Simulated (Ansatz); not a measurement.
Computed with Ansatz on PBE0-D4/def2-TZVP structures; ΔE is electronic, products minus reactants. CCSD(T)/CBS is the MP2 limit (def2-TZVPP, def2-QZVPP) plus CCSD(T) − MP2 in def2-TZVPP, frozen cores. DFT in def2-TZVPP. B3LYP here is the variant with VWN-RPA as its local correlation; programs differ in this. No spin–orbit coupling; open shells (•) take unrestricted orbitals. One conformer a species, not always the lowest.

`O[SiH2]N[SiH2][SiH3]` → `[NH][SiH2]O`• + `[SiH2][SiH3]`•  (homolysis of the N–Si bond)

`O[SiH2]N[SiH2][SiH3]`:

Cartesian coordinates in Å:
```
O 2.163 0.431 1.811
Si 0.826 1.142 1.170
N -0.599 0.187 1.232
Si -1.385 -0.687 -0.041
Si -0.161 -0.567 -2.034
H 2.475 -0.379 1.403
H 1.029 1.446 -0.271
H 0.667 2.367 1.985
H -1.013 0.077 2.150
H -1.529 -2.126 0.329
H -2.767 -0.180 -0.283
H 1.255 -0.975 -1.816
H -0.181 0.789 -2.642
H -0.778 -1.525 -2.994
```

`[NH][SiH2]O`•:

Cartesian coordinates in Å:
```
N -0.225 -1.227 0.728
Si 0.274 0.155 -0.205
O -0.649 1.456 0.160
H 0.410 -2.026 0.671
H 1.671 0.573 0.070
H 0.118 -0.260 -1.631
H -1.598 1.329 0.207
```

`[SiH2][SiH3]`•:

Cartesian coordinates in Å:
```
Si 0.601 1.216 0.264
Si -0.281 -0.824 -0.419
H -0.409 2.292 0.455
H 1.490 1.136 1.455
H 0.835 -1.771 -0.678
H -1.188 -1.427 0.598
H -1.049 -0.623 -1.676
```

```json
{"level": "ωB97X-V", "ΔE (kJ/mol)": "461.2"}
{"level": "B2PLYP", "ΔE (kJ/mol)": "443.3"}
{"level": "r2SCAN", "ΔE (kJ/mol)": "424.3"}
{"level": "B3LYP", "ΔE (kJ/mol)": "420.2"}
{"level": "CCSD(T)/def2-TZVPP", "ΔE (kJ/mol)": "453.3"}
{"level": "HF/def2-QZVPP", "ΔE (kJ/mol)": "334.6"}
{"level": "MP2/CBS(def2)", "ΔE (kJ/mol)": "498.2"}
{"level": "CCSD/CBS(def2)", "ΔE (kJ/mol)": "457.6"}
```

Problem. What does CCSD(T)/CBS give? (Best estimate.)

Solution. The calculation gave: +467.9 kJ/mol. The listed levels differ from it by -6.7, -24.6, -43.6, -47.7, -14.6, -133.3, 30.3, -10.3 kJ/mol.

Largest T1 diagnostic among the species: 0.015.

The D4 term adds +21.1 kJ/mol with B3LYP and +12.0 kJ/mol with PBE0; it sums over pairs of atoms, weighted by their polarisabilities, and B3LYP, whose exchange is more repulsive, gets the larger term. From PBE to PBE0 (25 % exact exchange), in def2-TZVPP and without D4, ΔE moves by +5.7 kJ/mol. In def2-TZVPP, CCSD(T) changes the Hartree–Fock value by +119.5 kJ/mol (the triples alone add +10.4 kJ/mol) and MP2 by +149.7 kJ/mol; breaking electron pairs costs correlation energy, which Hartree–Fock lacks.
